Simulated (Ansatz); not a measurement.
Program: Ansatz. Geometries: PBE0-D4/def2-TZVP. ΔE: electronic, gas phase. CCSD(T)/CBS adds triple-zeta CCSD(T) − MP2 to the extrapolated MP2 energy (def2 sets, frozen cores). Elements past krypton have def2 core potentials. For I outer-core shells are correlated without core-valence functions, which leaves a few kJ/mol of doubt a bond. One conformer a species, not always the lowest.

Reaction (isomerisation): `CC[SiH](F)I` → `C[SiH](I)CF`

```json
{"species": "`CC[SiH](F)I`", "CCSD(T)/CBS(def2) energy (Eh)": "-766.15079"}
{"species": "`C[SiH](I)CF`", "CCSD(T)/CBS(def2) energy (Eh)": "-766.07527"}
```

Q: Work out ΔE.

A: ΔE = (-766.07527) − (-766.15079) = 0.07552 Eh = +2.06 eV.

Largest T1 diagnostic among the species: 0.010.

From PBE to PBE0 (25 % exact exchange), in def2-TZVPP and without D4, ΔE moves by +0.07 eV.
